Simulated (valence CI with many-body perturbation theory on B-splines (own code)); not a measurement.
# E1 transitions of Tm LV

Level of theory: relativistic CI+MBPT: five valence electrons over a frozen Dirac-Fock core [Ne], a basis of 11 s, 11 p, 10 d, 8 f, 5 g, 2 h functions for each j, with the one-electron correlation potential Σ1 (screened to all orders), the two-electron term Σ2, the three-electron term Σ3, Breit, model QED; selected single and double excitations, second order for the rest, scaled by the run's own slope (own B-spline code, finite nucleus).

No measured spectrum was set against this ion. As an estimate, large intervals hold to a few tenths of a per cent, small ones and those within an open d or f shell to about a per cent. Among the levels kept, up to 3100 cm⁻¹ of a level comes from second order outside the variational space, and about a tenth of that is noise between levels of different J, which matters for small intervals.

Lines 151 to 200 of 565 in falling wavelength, among levels below 79.607 Ry, chosen from the strongest by gf and those to the six lowest levels. Wavelengths and rates use the calculated energies. Electric multipoles are in the length gauge, E1 and E2 with the static RPA response of the core. Weak lines are less certain than strong ones. Lines between different terms over intervals too small for the method are left out, as are lines whose strength nearly cancels. Where a level lies close to another of its J and parity, the split of strength between their lines is uncertain. The highest levels of a list are the least certain.

Levels are named by their leading jj configuration (3d3/2^4 stands for four electrons in 3d with j = 3/2), which in mixed levels can hold well under half, so a name can repeat and another be missing. Letters in brackets count levels of one name in rising energy.

| λ vac (nm) | Upper | Lower | A (s⁻¹) | log gf | Branch % |
| --- | --- | --- | --- | --- | --- |
| 4.369 | (3s^2 3p1/2 3p3/2 3d5/2) J=3/2 [b] | (3s^2 3p1/2 3p3/2^2) J=1/2 | 1.87e+11 | -0.67 | 67.9 |
| 4.359 | (3s 3p1/2 3p3/2^2 3d5/2) J=5/2 [c] | (3s 3p1/2 3p3/2^3) J=5/2 | 4.70e+10 | -1.09 | 4.3 |
| 4.359 | (3s^2 3p3/2 3d3/2 3d5/2) J=3/2 [b] | (3s^2 3p3/2^2 3d3/2) J=3/2 [b] | 2.19e+11 | -0.60 | 8.9 |
| 4.358 | (3s 3p1/2^2 3d3/2 3d5/2) J=7/2 [a] | (3s 3p1/2^2 3p3/2 3d3/2) J=5/2 [a] | 1.32e+11 | -0.52 | 67.4 |
| 4.358 | (3s 3p1/2 3p3/2^2 3d5/2) J=1/2 [c] | (3s 3p1/2 3p3/2^3) J=3/2 [b] | 1.30e+11 | -1.13 | 8.1 |
| 4.354 | (3s^2 3p1/2 3d3/2 3d5/2) J=9/2 | (3s^2 3p1/2 3p3/2 3d3/2) J=7/2 | 1.97e+11 | -0.25 | 91.7 |
| 4.353 | (3s^2 3p1/2 3d3/2 3d5/2) J=3/2 [b] | (3s^2 3p1/2 3p3/2 3d3/2) J=3/2 [b] | 4.04e+10 | -1.34 | 1.3 |
| 4.351 | (3s^2 3p1/2 3d3/2 3d5/2) J=3/2 [b] | (3s^2 3p1/2 3p3/2 3d3/2) J=1/2 [b] | 1.31e+11 | -0.83 | 4.1 |
| 4.349 | (3s 3p1/2 3p3/2^2 3d5/2) J=3/2 [a] | (3s 3p1/2 3p3/2^3) J=3/2 [a] | 1.12e+11 | -0.90 | 13.6 |
| 4.339 | (3s 3p1/2^2 3d5/2^2) J=1/2 | (3s 3p1/2^2 3p3/2 3d5/2) J=3/2 [b] | 1.94e+11 | -0.96 | 39.7 |
| 4.329 | (3s^2 3p3/2 3d5/2^2) J=5/2 | (3s^2 3p3/2^2 3d5/2) J=7/2 | 6.32e+10 | -0.97 | 12.1 |
| 4.328 | (3s^2 3p1/2 3d5/2^2) J=7/2 | (3s^2 3p1/2 3p3/2 3d5/2) J=5/2 [a] | 1.98e+10 | -1.35 | 4.2 |
| 4.327 | (3s^2 3p1/2 3d3/2 3d5/2) J=5/2 [a] | (3s^2 3p1/2 3p3/2 3d3/2) J=5/2 [a] | 9.49e+10 | -0.80 | 31.1 |
| 4.326 | (3s 3p1/2^2 3d5/2^2) J=5/2 | (3s 3p1/2^2 3p3/2 3d5/2) J=3/2 [a] | 3.67e+10 | -1.21 | 8.9 |
| 4.324 | (3s 3p1/2 3p3/2^2 3d5/2) J=1/2 [c] | (3s 3p1/2 3p3/2^3) J=1/2 | 1.80e+11 | -1.00 | 11.2 |
| 4.315 | (3s 3p1/2^2 3p3/2 3d5/2) J=7/2 [a] | (3s 3p1/2^2 3p3/2^2) J=5/2 | 2.02e+11 | -0.34 | 81.4 |
| 4.315 | (3s^2 3p1/2 3p3/2 3d5/2) J=1/2 | (3s^2 3p1/2 3p3/2^2) J=1/2 | 2.95e+11 | -0.78 | 75.2 |
| 4.315 | (3s^2 3p3/2 3d5/2^2) J=7/2 | (3s^2 3p3/2^2 3d5/2) J=9/2 | 7.17e+10 | -0.80 | 30.2 |
| 4.314 | (3s 3p1/2^2 3d3/2 3d5/2) J=5/2 [a] | (3s 3p1/2^2 3p3/2 3d3/2) J=3/2 [a] | 1.40e+11 | -0.63 | 64.5 |
| 4.308 | (3s^2 3p1/2 3d3/2 3d5/2) J=7/2 [b] | (3s^2 3p1/2 3p3/2 3d3/2) J=5/2 [b] | 2.25e+11 | -0.30 | 10.0 |
| 4.305 | (3s 3p1/2^2 3d5/2^2) J=5/2 | (3s 3p1/2^2 3p3/2 3d5/2) J=7/2 [a] | 4.57e+10 | -1.12 | 11.1 |
| 4.305 | (3s 3p1/2^2 3p3/2 3d5/2) J=5/2 [b] | (3s 3p1/2^2 3p3/2^2) J=3/2 | 3.17e+11 | -0.28 | 43.8 |
| 4.300 | (3s 3p1/2 3p3/2^2 3d5/2) J=3/2 [d] | (3s 3p1/2 3p3/2^3) J=3/2 [b] | 2.01e+11 | -0.65 | 8.5 |
| 4.288 | (3s 3p1/2 3p3/2^2 3d5/2) J=5/2 [b] | (3s 3p1/2 3p3/2^3) J=3/2 [a] | 1.10e+11 | -0.74 | 11.2 |
| 4.285 | (3s^2 3p3/2 3d5/2^2) J=7/2 | (3s^2 3p3/2^2 3d5/2) J=7/2 | 7.03e+10 | -0.81 | 29.6 |
| 4.284 | (3s 3p1/2^2 3p3/2 3d5/2) J=3/2 [b] | (3s 3p1/2^2 3p3/2^2) J=1/2 | 1.27e+11 | -0.85 | 9.4 |
| 4.281 | (3s^2 3p1/2 3p3/2 3d5/2) J=5/2 [b] | (3s^2 3p1/2 3p3/2^2) J=5/2 | 8.48e+10 | -0.85 | 14.8 |
| 4.280 | (3s^2 3p1/2 3d5/2^2) J=9/2 | (3s^2 3p1/2 3p3/2 3d5/2) J=9/2 | 8.41e+10 | -0.64 | 27.8 |
| 4.280 | (3s^2 3p1/2 3d3/2 3d5/2) J=3/2 [a] | (3s^2 3p1/2 3p3/2 3d3/2) J=1/2 [a] | 8.19e+10 | -1.05 | 23.4 |
| 4.280 | (3s^2 3p1/2 3d3/2 3d5/2) J=3/2 [a] | (3s^2 3p1/2 3p3/2 3d3/2) J=3/2 [a] | 1.42e+11 | -0.81 | 40.5 |
| 4.277 | (3s^2 3p1/2 3p3/2 3d5/2) J=7/2 [b] | (3s^2 3p1/2 3p3/2^2) J=5/2 | 3.47e+11 | -0.12 | 100.0 |
| 4.275 | (3s^2 3p3/2 3d3/2 3d5/2) J=5/2 [d] | (3s^2 3p3/2^2 3d3/2) J=3/2 [b] | 2.19e+11 | -0.44 | 13.1 |
| 4.268 | (3s 3p1/2 3p3/2^2 3d3/2) J=1/2 [a] | (3s^2 3p1/2 3p3/2 3d5/2) J=3/2 [b] | 1.44e+11 | -1.10 | 29.8 |
| 4.263 | (3s 3p1/2 3p3/2^2 3d5/2) J=5/2 [d] | (3s 3p1/2 3p3/2^3) J=5/2 | 1.19e+11 | -0.71 | 15.3 |
| 4.257 | (3s^2 3p1/2 3d5/2^2) J=1/2 | (3s^2 3p1/2 3p3/2 3d5/2) J=3/2 [b] | 1.80e+11 | -1.01 | 35.7 |
| 4.257 | (3s^2 3p1/2 3d3/2 3d5/2) J=1/2 | (3s^2 3p1/2 3p3/2 3d3/2) J=1/2 [a] | 2.08e+11 | -0.95 | 73.7 |
| 4.257 | (3s 3p1/2^2 3d3/2 3d5/2) J=3/2 [a] | (3s 3p1/2^2 3p3/2 3d3/2) J=1/2 [a] | 1.31e+11 | -0.85 | 54.6 |
| 4.245 | (3s 3p1/2 3p3/2^2 3d5/2) J=7/2 [e] | (3s 3p1/2 3p3/2^3) J=5/2 | 7.84e+10 | -0.77 | 3.7 |
| 4.237 | (3s^2 3p3/2 3d5/2^2) J=9/2 | (3s^2 3p3/2^2 3d5/2) J=9/2 | 2.70e+11 | -0.14 | 50.8 |
| 4.234 | (3s^2 3p3/2 3d3/2 3d5/2) J=1/2 [b] | (3s^2 3p3/2^2 3d3/2) J=3/2 [b] | 3.29e+11 | -0.75 | 16.5 |
| 4.230 | (3s 3p1/2^2 3d3/2 3d5/2) J=3/2 [a] | (3s 3p1/2^2 3p3/2 3d3/2) J=3/2 [a] | 4.70e+10 | -1.30 | 19.5 |
| 4.230 | (3s 3p1/2^2 3d3/2 3d5/2) J=9/2 | (3s 3p1/2^2 3p3/2 3d3/2) J=7/2 | 2.04e+11 | -0.26 | 75.6 |
| 4.227 | (3s 3p1/2^2 3d5/2^2) J=1/2 | (3s 3p1/2^2 3p3/2 3d5/2) J=1/2 | 1.06e+11 | -1.24 | 21.7 |
| 4.215 | (3s^2 3p3/2 3d3/2 3d5/2) J=7/2 [c] | (3s^2 3p3/2^2 3d3/2) J=5/2 | 4.43e+11 | -0.03 | 19.5 |
| 4.213 | (3s^2 3p3/2 3d3/2 3d5/2) J=7/2 [c] | (3s^2 3p3/2^2 3d3/2) J=7/2 | 2.45e+10 | -1.28 | 1.1 |
| 4.213 | (3s 3p1/2 3p3/2^2 3d5/2) J=5/2 [f] | (3s 3p1/2 3p3/2^3) J=3/2 [b] | 4.42e+11 | -0.15 | 21.4 |
| 4.208 | (3s^2 3p3/2 3d5/2^2) J=9/2 | (3s^2 3p3/2^2 3d5/2) J=7/2 | 2.29e+11 | -0.22 | 43.0 |
| 4.194 | (3s 3p1/2^2 3d5/2^2) J=5/2 | (3s 3p1/2^2 3p3/2 3d5/2) J=5/2 [a] | 2.24e+11 | -0.45 | 54.3 |
| 4.194 | (3s^2 3p1/2 3d5/2^2) J=3/2 | (3s^2 3p1/2 3p3/2 3d5/2) J=5/2 [a] | 7.51e+10 | -1.10 | 14.3 |
| 4.189 | (3s^2 3p1/2 3d5/2^2) J=5/2 | (3s^2 3p1/2 3p3/2 3d5/2) J=5/2 [a] | 2.46e+11 | -0.41 | 58.9 |
